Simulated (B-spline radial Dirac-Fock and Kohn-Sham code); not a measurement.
**Auger parameter of europium: the L3 level and its strongest L3-MM line**

Model: relaxed Dirac-Fock hole states (ΔSCF) with Breit and QED corrections and a finite nucleus. Program: a radial B-spline solver. The modified Auger parameter α′ is the binding energy plus the kinetic energy of the Auger electron; it does not depend on the energy zero. For free ions it tends to fall with charge, since less charge screens the final holes.

```csv
species,configuration,binding 2p3/2 (eV),Auger line,kinetic (eV),α′ (eV)
Eu,[Xe] 4f7 6s2,6980.7,M3M3 J=2,3961.3,10942.0
Eu,[Xe] 4f6 5d1 6s2,6989.0,M3M3 J=2,3948.9,10937.9
Eu,[Xe] 4f8 6s1,6971.5,M3M3 J=2,3975.5,10947.0
Eu⁺,[Xe] 4f7 6s1,6987.5,M3M3 J=2,3953.2,10940.7
Eu²⁺,[Xe] 4f7,6995.4,M3M3 J=2,3944.3,10939.7
Eu²⁺,[Xe] 4f5 6s2,7020.2,M3M3 J=2,3910.1,10930.3
Eu²⁺,[Xe] 4f5 5d2,7013.1,M3M3 J=2,3918.0,10931.2
Eu²⁺,[Xe] 4f6 5d1,7003.8,M3M3 J=2,3931.6,10935.5
Eu²⁺ (Watson 1.6 Å),[Xe] 4f7,6977.6,M3M3 J=2,3962.2,10939.8
Eu²⁺ (Watson 3 Å),[Xe] 4f7,6985.8,M3M3 J=2,3953.9,10939.7
Eu³⁺,[Xe] 4f6,7016.1,M3M3 J=2,3918.0,10934.1
Eu³⁺,[Xe] 4f5 6p1,7030.5,M3M3 J=2,3899.0,10929.5
Eu³⁺,[Xe] 4f5 5d1,7025.6,M3M3 J=2,3904.2,10929.8
Eu³⁺,[Xe] 4f5 6s1,7029.4,M3M3 J=2,3900.0,10929.5
Eu³⁺ (Watson 1.6 Å),[Xe] 4f6,6989.2,M3M3 J=2,3945.0,10934.2
Eu⁴⁺,[Xe] 4f5,7039.4,M3M3 J=2,3889.3,10928.7
Eu⁵⁺,[Kr] 4d10 4f5 5s2 5p5,7057.1,M3M3 J=2,3871.2,10928.3
Eu⁶⁺,[Kr] 4d10 4f5 5s2 5p4,7075.6,M3M3 J=2,3852.4,10928.1
Eu⁷⁺,[Kr] 4d10 4f5 5s2 5p3,7095.0,M3M3 J=2,3833.3,10928.3
```

Values without a named source are computed, but for edge energies of neutral atoms, which are taken from tables.
